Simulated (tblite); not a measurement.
Start geometry of `C(=N/[Si](Cl)(C)C)/C` from a force field or distance geometry (Å):
```
atom  x, y, z in Å
C1     2.375   -0.794   -0.331
C2     1.843    0.236    0.629
N3     0.679    0.755    0.753
Si4   -0.692    0.418   -0.259
C5    -1.280   -1.291    0.159
C6    -1.961    1.697    0.149
Cl7   -0.229    0.558   -2.244
H8     3.024   -0.285   -1.047
H9     2.975   -1.517    0.228
H10    1.582   -1.336   -0.856
H11    2.604    0.612    1.345
H12   -1.520   -1.387    1.217
H13   -2.191   -1.534   -0.399
H14   -0.527   -2.053   -0.089
H15   -1.587    2.713   -0.063
H16   -2.232    1.668    1.224
H17   -2.870    1.552   -0.426
```

Q: What comes out of this run: GFN2-xTB geometry optimisation, gas phase in tblite 0.8.0?

A: 
```
atom  x, y, z in Å
C1     2.6870   -0.2000   -0.4810
C2     1.8450   -0.0273    0.7346
N3     0.5975    0.0458    0.8099
Si4   -0.7758    0.0135   -0.2182
C5    -1.8309   -1.4507    0.3697
C6    -1.6322    1.6920    0.0108
Cl7   -0.4612   -0.2385   -2.2429
H8     3.3676    0.6457   -0.5685
H9     3.2935   -1.0983   -0.3753
H10    2.0758   -0.2722   -1.3746
H11    2.4013    0.0436    1.6737
H12   -1.9632   -1.4191    1.4454
H13   -2.8142   -1.4292   -0.0896
H14   -1.3695   -2.4008    0.1185
H15   -1.0198    2.5063   -0.3644
H16   -1.8282    1.8803    1.0605
H17   -2.5798    1.7208   -0.5183
```

The energy falls by 0.226 eV over 135 L-BFGS steps, the largest force on an atom goes from 2.01 to 0.007 eV/Å, and the atoms move by 0.720 Å rms after alignment. The bond that changes most is Si4–C6 (chlorine-bound silicon to Si-methyl carbon), which lengthens by 0.051 Å. Bonds longer at the end by more than 0.005 Å: 3 of 16; shorter: 10. Among the angles that change most is C2–N3–Si4, from 125.7° to 139.5°. Among the dihedrals that turn most is C2–N3–Si4–Cl7, from -49° to 1°. Rotational constants go from 2066, 1429, 1174 to 1981, 1346, 1096 MHz. The orientation of the end geometry is arbitrary; only internal coordinates are fixed.

Hardware: Arm Neoverse V1, one thread, shared host with 32 logical CPUs at a one-minute load of 16. Cost: 1.1 s wall.

Its GFN2-xTB frequencies are all real (lowest 32 cm⁻¹). The numbers are those of one conformer. 3 starts were optimised and ended at 0.00, 0.78 and 1.13 kcal/mol (GFN2-xTB); the lowest of these is shown.

The numbers are calculated, not measured.
